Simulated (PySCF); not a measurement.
Compound: C₅H₁₀OSi.
SMILES with atom numbers: `[CH2:1]=[CH:2][Si@@H:3]1[CH2:4][CH2:5][CH2:6][O:7]1` (hydrogens: H8, H9 on C1; H10 on C2; H11 on Si3; H12, H13 on C4; H14, H15 on C5; H16, H17 on C6)

All values: PBE0/pcSseg-1 and wB97X-D/def2-SVPD (PySCF, non-relativistic), on one gas-phase PBE0-D3(BJ)/def2-SVP geometry that isn't relaxed in the solvent. The solvent is an IEF-PCM continuum (cavity from Bondi-type radii × 1.2). The model holds no explicit solvent molecules, cavitation or dispersion.

Gas phase at PBE0/pcSseg-1: HOMO -7.66 eV, LUMO -0.55 eV, dipole 1.65 D.

Question: What does the continuum do to the energy, the frontier levels and the dipole at PBE0/pcSseg-1 in tetrahydrofuran and water?

Answer: 
| solvent | ε | E(solvent) − E(gas) (kcal/mol) | polarisation term (kcal/mol) | distortion of the solute (kcal/mol) | HOMO (eV) | LUMO (eV) | dipole (D) |
| --- | --- | --- | --- | --- | --- | --- | --- |
| tetrahydrofuran | 7.426 | -3.11 | -3.45 | 0.34 | -7.71 | -0.52 | 2.05 |
| water | 78.36 | -3.89 | -4.43 | 0.54 | -7.73 | -0.53 | 2.17 |

The polarisation term is half the interaction of the solute with the surface charges that it induces; the rest is the cost of distorting the solute's density. The sum is the electrostatic part of solvation alone. From tetrahydrofuran to water the lowering changes by a factor 1.25, Onsager's factor (ε − 1)/(2ε + 1) by 1.21 and ε itself by 10.6.

Question: Which radius a makes the point-dipole formula ΔE = −[(ε − 1)/(2ε + 1)]·μ²/a³ give the value in water, with the gas-phase dipole?

Answer: μ = 0.650 au and |ΔE| = 0.00620 Eh give a = 1.70 Å; the farthest nucleus lies 4.15 Å from the centroid of the nuclei, so such a sphere wouldn't even hold the nuclei. The formula assumes a rigid point dipole at the centre of a sphere.

Question: Which Hirshfeld charges (PBE0/pcSseg-1) respond most in tetrahydrofuran (means over atoms taken as equivalent)?

Answer: 
| atoms | environment | gas (e) | solvent (e) | change |
| --- | --- | --- | --- | --- |
| O7 | silyl ether oxygen | -0.246 | -0.263 | -0.017 |
| C2 | alkene CH carbon | -0.143 | -0.149 | -0.006 |
| Si3 | oxygen-bound silicon | +0.410 | +0.405 | -0.005 |
| H9 | vinylic hydrogen | +0.050 | +0.054 | +0.004 |
| H14 | methylene hydrogen | +0.042 | +0.047 | +0.005 |
| H10 | vinylic hydrogen | +0.045 | +0.048 | +0.003 |
| H8 | vinylic hydrogen | +0.046 | +0.049 | +0.003 |
| H17 | methylene hydrogen | +0.033 | +0.036 | +0.003 |

Question: Which Mayer bond orders change most in tetrahydrofuran?

Answer: 
```tsv
bond	length (Å)	gas	solvent	change
C6–O7	1.413	0.905	0.891	-0.014
Si3–C4	1.891	0.901	0.910	+0.009
O7–Si3	1.685	0.957	0.948	-0.009
C1–C2	1.338	1.980	1.971	-0.009
C2–Si3	1.861	0.882	0.890	+0.008
C5–C6	1.530	1.032	1.036	+0.004
C2–H10	1.098	0.936	0.933	-0.003
C4–H12	1.103	0.946	0.943	-0.003
```

Question: How do the nuclear quadrupole coupling constants eQVzz/h respond in tetrahydrofuran?

Answer: 
| nucleus | Q (barn) | gas (MHz) | solvent (MHz) | η gas | η solvent |
| --- | --- | --- | --- | --- | --- |
| 17O at O7 | -0.0256 | -10.22 | -10.06 | 0.44 | 0.45 |

Gas phase at wB97X-D/def2-SVPD: HOMO -9.58 eV, LUMO 1.23 eV, dipole 1.63 D.

Question: What does the continuum do to the energy, the frontier levels and the dipole at wB97X-D/def2-SVPD in tetrahydrofuran?

Answer: 
```csv
solvent,ε,E(solvent) − E(gas) (kcal/mol),polarisation term (kcal/mol),distortion of the solute (kcal/mol),HOMO (eV),LUMO (eV),dipole (D)
tetrahydrofuran,7.426,-2.99,-3.40,0.41,-9.63,1.26,2.11
```

Question: How does the static polarisability (wB97X-D/def2-SVPD, frozen core, with the continuum's full static response) change?

Answer: 
```csv
medium,isotropic (au),principal values (au),⟨r²⟩ of the electrons (bohr²)
gas,86.6,"73.1, 76.2, 110.5",1032.4
tetrahydrofuran,110.6,"94.5, 99.9, 137.5",1031.3
```

The isotropic value in tetrahydrofuran is 1.28 times the gas-phase one; no cavity-field correction is applied. ⟨r²⟩ is taken about the centre of nuclear charge.

Note: wB97X-D ran without an empirical dispersion term, which enters the total energy and its gradient alone.
